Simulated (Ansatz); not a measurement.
A nudged elastic band was laid between two geometries of C2H6BFOSe (12 atoms, charge 0, multiplicity 1).

Method: Ansatz 0.2.0, RKS B3LYP/def2-SVP.

* movable images: 7
* climbing image: yes
* spring: 5.0 eV/Å²
* optimiser: quadratic models (default)
* start path: through a guess of the saddle point
* force threshold: 0.03 eV/Å
* iteration limit: 56
* end points: relaxed

Initial state:

```xyz
12
Properties=species:S:1:pos:R:3
B 0.277 -2.312 -0.738
Se -0.826 -0.899 -1.370
C -1.047 0.175 0.346
F -2.357 0.162 0.671
O -0.679 1.476 0.194
C 0.711 1.736 0.226
H 0.599 -3.153 -1.533
H 0.628 -2.342 0.414
H -0.460 -0.359 1.119
H 1.230 1.268 -0.629
H 0.833 2.825 0.169
H 1.168 1.368 1.164
```

Final state:

```xyz
12
Properties=species:S:1:pos:R:3
B 0.278 -2.310 -0.738
Se -0.828 -0.900 -1.370
C -1.049 0.176 0.347
F -2.358 0.163 0.671
O -0.679 1.476 0.194
C 0.711 1.734 0.226
H 0.630 -2.338 0.414
H 0.602 -3.151 -1.532
H -0.462 -0.359 1.120
H 1.229 1.265 -0.630
H 0.835 2.823 0.169
H 1.168 1.366 1.164
```

**Question.** Which bonds break or form, and what moves?

**Answer.** No bond is made or broken. The dihedral H7–B1–Se2–C3 goes from 180 to 0°. The two ends are copies of one structure, up to a mirror image or an exchange of like atoms.

**Question.** Give the energies along the band, and the barrier.

**Answer.** It converged. The highest image is number 4 of 0 to 8, 89.5 kJ/mol above the ends, which have the same energy within 2 meV. A vibrational analysis at the climbing image gives one clearly imaginary mode, 571i cm⁻¹: a first-order saddle point.

```csv
image,path coordinate (Å),energy (kJ/mol),dihedral H7–B1–Se2–C3 (°)
0,0.00,0.0,180
1,1.11,1.1,178
2,2.21,3.5,180
3,3.32,30.6,-146
4,4.42,89.5,-93
5,5.36,42.2,-48
6,6.30,3.9,-9
7,7.24,0.9,-2
8,8.18,0.0,0
```

**Question.** What is the geometry of the highest image?

**Answer.** 
```xyz
12
Properties=species:S:1:pos:R:3
B -0.195 -2.672 -0.774
Se -0.200 -0.783 -1.432
C -0.506 0.052 0.415
F -1.651 -0.428 0.944
O -0.622 1.397 0.291
C 0.590 2.124 0.198
H 0.846 -3.208 -0.488
H -1.233 -3.276 -0.698
H 0.345 -0.246 1.055
H 1.133 1.879 -0.732
H 0.322 3.188 0.193
H 1.249 1.918 1.061
```

**Question.** What are the harmonic wavenumbers there?

**Answer.** 571i, 29, 89, 128, 165, 255, 274, 369, 542, 596, 640, 767, 956, 1037, 1114, 1173, 1187, 1190, 1219, 1278, 1396, 1460, 1470, 1485, 2574, 2689, 3002, 3029, 3079, 3157 cm⁻¹.

The band took 25 iterations and roughly 23 core-minutes.

Run time: 12 min on 2 threads of Arm Neoverse V2, with other jobs on the host, peak memory 0.36 GiB.
